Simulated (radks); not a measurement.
The numbers below are computed, except where a source is named.
I2+, configuration [Kr] 4d10 5s2 5p3 (the NIST ground configuration).

Code: a radial shooting solver on a logarithmic mesh with Libxc functionals. Model: Dirac Kohn-Sham, PBE, spin-unpolarised, spherical densities, point nucleus; open shells are shared between the two j in proportion to 2j + 1.

Energy parts (hartree):
part                        energy
total                  -7117.88450
kinetic                 7545.03277
electron-nucleus      -17261.70907
Hartree                 2779.75870
exchange-correlation    -180.96690

Orbitals (lengths in bohr, moments of r in powers of bohr; <r^-3> diverges for s and p1/2; r(max) is where P^2 peaks; r(90%) holds 90 % of the orbital's charge):
\begin{tabular}{lrrrrr}
orbital & occ. & eigenvalue (hartree) & r(90%) & <r^-3> & r(max) \\ \hline
1s1/2 & 2 & -1212.050 & 0.0490 & - & 0.01753 \\
2s1/2 & 2 & -187.8399 & 0.181 & - & 0.09925 \\
2p1/2 & 2 & -176.2801 & 0.162 & - & 0.07613 \\
2p3/2 & 4 & -165.3015 & 0.169 & 5230 & 0.08093 \\
3s1/2 & 2 & -38.51524 & 0.461 & - & 0.2858 \\
3p1/2 & 2 & -33.73739 & 0.457 & - & 0.2723 \\
3p3/2 & 4 & -31.67129 & 0.473 & 1006 & 0.2829 \\
3d3/2 & 4 & -23.25698 & 0.450 & 160.9 & 0.2300 \\
3d5/2 & 6 & -22.82255 & 0.455 & 148.8 & 0.2330 \\
4s1/2 & 2 & -7.37998 & 1.07 & - & 0.6808 \\
4p1/2 & 2 & -5.71265 & 1.13 & - & 0.6988 \\
4p3/2 & 4 & -5.31012 & 1.17 & 196.3 & 0.7230 \\
4d3/2 & 4 & -2.62974 & 1.39 & 23.95 & 0.7732 \\
4d5/2 & 6 & -2.56650 & 1.41 & 21.94 & 0.7817 \\
5s1/2 & 2 & -1.32226 & 2.71 & - & 1.673 \\
5p1/2 & 1 & -0.93221 & 3.15 & - & 1.884 \\
5p3/2 & 2 & -0.88474 & 3.26 & 23.11 & 1.955 \\
\end{tabular}

The highest occupied level is 5p3/2 at -24.075 eV. The density falls to 0.001 e/bohr^3 at r = 3.91 bohr. Summed over all electrons, <r^2> = 41.81 bohr^2, which gives a Langevin (diamagnetic) susceptibility term of -33.1 x 10^-6 cm^3/mol.
